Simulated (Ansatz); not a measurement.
Species: C$_{3}$H$_{4}$Cl, charge 0, multiplicity 2. It need not be the lowest isomer of its formula. 
Coordinates optimised at B3LYP-D3(BJ)/def2-TZVP (Ansatz, a quantum-chemistry and plane-wave program):
```
C
C 1 1.3733
H 2 1.0800 1 121.02
C 1 1.3821 2 123.85 3 180.00
H 4 1.0801 1 123.47 2 0.00
H 2 1.0824 3 117.56 1 180.00
H 1 1.0849 2 118.94 3 0.00
Cl 4 1.7189 5 114.33 1 -180.00
```
Charge 0, spin multiplicity 2.

Basis-set convergence of Hartree-Fock and MP2 correlation energies (hartree) with Ansatz. Cores are frozen in the correlated levels unless marked. UHF or UKS for open shells. Spin-orbit coupling is left out. Non-relativistic.

The UHF reference is spin-contaminated (<S^2> 0.21 over the pure value in the largest basis). 

| basis | functions | E(HF) | E(corr, MP2) |
|---|---|---|---|
| aug-cc-pV(D+d)Z | 137 | -575.40973 | -0.52837 |
| aug-cc-pV(T+d)Z | 285 | ___ | ___ |

Task: What belongs in the gaps?

Result: 
- aug-cc-pV(T+d)Z, E(HF): -575.45156
- aug-cc-pV(T+d)Z, E(corr, MP2): -0.64869
